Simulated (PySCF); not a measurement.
CH5N2S (SMILES NC([NH3+])=S), charge +1, singlet, geometry from GFN2-xTB; WB97X/STO-3G run with PySCF.

The PySCF input:
```python
from pyscf import gto, scf, dft

mol = gto.Mole()
mol.atom = '''
    N     1.13272355   -1.07190807   -0.25474547
    C     0.11655556   -0.23660274   -0.05111200
    N    -1.24763856   -0.93480136   -0.13643960
    S     0.10764279    1.34012233    0.26005663
    H     1.04219021   -2.05795163   -0.44565705
    H     2.06805560   -0.69319618   -0.21595456
    H    -1.95790376   -0.20395163    0.03487192
    H    -1.35329073   -1.67200907    0.57652211
    H    -1.41626422   -1.34826633   -1.06572110
'''
mol.basis = 'sto-3g'
mol.charge = 1
mol.verbose = 4
mol.build()

mf = dft.RKS(mol)
mf.xc = 'wb97x'
mf.grids.level = 7
mf.kernel()
```

Q: What does PySCF print? Leave out banner, timings and long lists.

A: 
```
PySCF version 2.14.0

[INPUT] verbose = 4
[INPUT] num. atoms = 9
[INPUT] num. electrons = 40
[INPUT] charge = 1
[INPUT] spin (= nelec alpha-beta = 2S) = 0
[INPUT] symmetry False subgroup None
[INPUT] Mole.unit = angstrom
[INPUT] Symbol           X                Y                Z      unit          X                Y                Z       unit  Magmom
[INPUT]  1 N      1.132723550000  -1.071908070000  -0.254745470000 AA    2.140537284345  -2.025612683011  -0.481399169774 Bohr   0.0
[INPUT]  2 C      0.116555560000  -0.236602740000  -0.051112000000 AA    0.220258086695  -0.447114378922  -0.096587681679 Bohr   0.0
[INPUT]  3 N     -1.247638560000  -0.934801360000  -0.136439600000 AA   -2.357695180847  -1.766518551271  -0.257833476545 Bohr   0.0
[INPUT]  4 S      0.107642790000   1.340122330000   0.260056630000 AA    0.203415392384   2.532464177114   0.491435807577 Bohr   0.0
[INPUT]  5 H      1.042190210000  -2.057951630000  -0.445657050000 AA    1.969454066603  -3.888964958302  -0.842169769982 Bohr   0.0
[INPUT]  6 H      2.068055600000  -0.693196180000  -0.215954560000 AA    3.908058694373  -1.309950930795  -0.408094973751 Bohr   0.0
[INPUT]  7 H     -1.957903760000  -0.203951630000   0.034871920000 AA   -3.699901884656  -0.385412723359   0.065898378238 Bohr   0.0
[INPUT]  8 H     -1.353290730000  -1.672009070000   0.576522110000 AA   -2.557348846613  -3.159639220089   1.089468892656 Bohr   0.0
[INPUT]  9 H     -1.416264220000  -1.348266330000  -1.065721100000 AA   -2.676351495821  -2.547854106672  -2.013921004170 Bohr   0.0

nuclear repulsion = 165.978657776492
number of shells = 19
number of NR pGTOs = 87
number of NR cGTOs = 29
basis = sto-3g
ecp = {}

******** <class 'pyscf.dft.rks.RKS'> ********
method = RKS
initial guess = minao
damping factor = 0
level_shift factor = 0
DIIS = <class 'pyscf.scf.diis.CDIIS'>
diis_start_cycle = 1
diis_space = 8
diis_damp = 0
SCF conv_tol = 1e-09
SCF conv_tol_grad = None
SCF max_cycles = 50
direct_scf = True
direct_scf_tol = 1e-13
XC library pyscf.dft.libxc version 7.1.2
    S. Lehtola, C. Steigemann, M. J. T. Oliveira, and M. A. L. Marques,  SoftwareX 7, 1–5 (2018)
XC functionals = wb97x
    J.-D. Chai and M. Head-Gordon,  J. Chem. Phys. 128, 084106 (2008)
radial grids:
    Treutler-Ahlrichs [JCP 102, 346 (1995); DOI:10.1063/1.469408] (M4) radial grids

becke partition: Becke, JCP 88, 2547 (1988); DOI:10.1063/1.454033
pruning grids: <function nwchem_prune>
grids dens level: 7
symmetrized grids: False
atomic radii adjust function: <function treutler_atomic_radii_adjust>
small_rho_cutoff = 0
Set gradient conv threshold to 3.16228e-05
Initial guess from minao.
tot grids = 592512
init E= -542.939456256394
  HOMO = -0.26231954544792  LUMO = 0.0444940732084971  gap/eV = 8.34882
cycle= 1 E= -542.029718053224  delta_E= 0.91  |g|= 0.647  |ddm|= 3.86
  HOMO = -0.305114604618177  LUMO = -0.0740351815333505  gap/eV = 6.28799
cycle= 2 E= -541.869310314942  delta_E= 0.16  |g|= 1.07  |ddm|= 2.74
  HOMO = -0.392383350491293  LUMO = -0.0473156981166836  gap/eV = 9.38977
cycle= 3 E= -542.216896144854  delta_E= -0.348  |g|= 0.0628  |ddm|= 1.57
  HOMO = -0.405830873579825  LUMO = -0.040044348926489  gap/eV = 9.95356
cycle= 4 E= -542.218183039916  delta_E= -0.00129  |g|= 0.0361  |ddm|= 0.14
  HOMO = -0.416267526240314  LUMO = -0.0391880588323305  gap/eV = 10.26085
cycle= 5 E= -542.218682252284  delta_E= -0.000499  |g|= 0.00597  |ddm|= 0.064
  HOMO = -0.416370018173228  LUMO = -0.0406698546070793  gap/eV = 10.22332
cycle= 6 E= -542.218726854669  delta_E= -4.46e-05  |g|= 0.00208  |ddm|= 0.0313
  HOMO = -0.416387788334201  LUMO = -0.0403841473982781  gap/eV = 10.23158
cycle= 7 E= -542.218730063638  delta_E= -3.21e-06  |g|= 0.000652  |ddm|= 0.00855
  HOMO = -0.416468852912249  LUMO = -0.0403794684832154  gap/eV = 10.23391
cycle= 8 E= -542.218730214133  delta_E= -1.5e-07  |g|= 0.000178  |ddm|= 0.00125
  HOMO = -0.416550143422142  LUMO = -0.0404041393547334  gap/eV = 10.23545
cycle= 9 E= -542.218730226802  delta_E= -1.27e-08  |g|= 2.27e-05  |ddm|= 0.000412
  HOMO = -0.416556217972626  LUMO = -0.0404003903331413  gap/eV = 10.23572
cycle= 10 E= -542.218730227055  delta_E= -2.53e-10  |g|= 2.4e-06  |ddm|= 6.05e-05
  HOMO = -0.4165569310063  LUMO = -0.0404005881259277  gap/eV = 10.23574
Extra cycle  E= -542.218730227059  delta_E= -3.41e-12  |g|= 1e-06  |ddm|= 8.64e-06
converged SCF energy = -542.218730227059
```
